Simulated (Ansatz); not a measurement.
A made-up structure of MgZnBH, singlet:

```
4
angstrom
B -0.8010 0.0390 0.2946
Mg 0.2814 -1.1668 -0.8266
Zn 1.2841 0.0877 1.0858
H -0.7645 1.0401 -0.5537
```

It is relaxed with PBE-D4/def2-SVP and then PBE0-D4/def2-TZVP (Ansatz 0.2.0). Atoms count as bonded within 1.22 times the sum of their covalent radii (H–H: 0.88 Å). The end point is not checked to be a true minimum.

**Question.** Does its bonding change? (Judge from chemistry; the calculation decides.)

**Answer.** Computed: No: no bond forms or breaks.

Where it ends: The first stage lowers the energy by 0.63 eV in 6 steps. It ends as MgZnBH ([Mg][BH][Zn]):
| atom | x (Å) | y (Å) | z (Å) |
| --- | --- | --- | --- |
| B1 | -0.7426 | 0.0911 | 0.3158 |
| Mg2 | 0.2673 | -1.4280 | -1.0383 |
| Zn3 | 1.1854 | 0.2530 | 1.1410 |
| H4 | -0.7101 | 1.0840 | -0.4185 |

Labels in which every atom is bracketed show which atoms are joined, not bond orders.

For scale, one of the runs: PBE0-D4/def2-TZVP relaxation, 117 basis functions, launched by `ansatz run in.yaml --threads 2 --pin off --events-out ev --progress --plain --max-ram 4352MiB`. Hardware: 2 CPU threads of an Arm Neoverse N1, shared host. Wall time about 24 s.
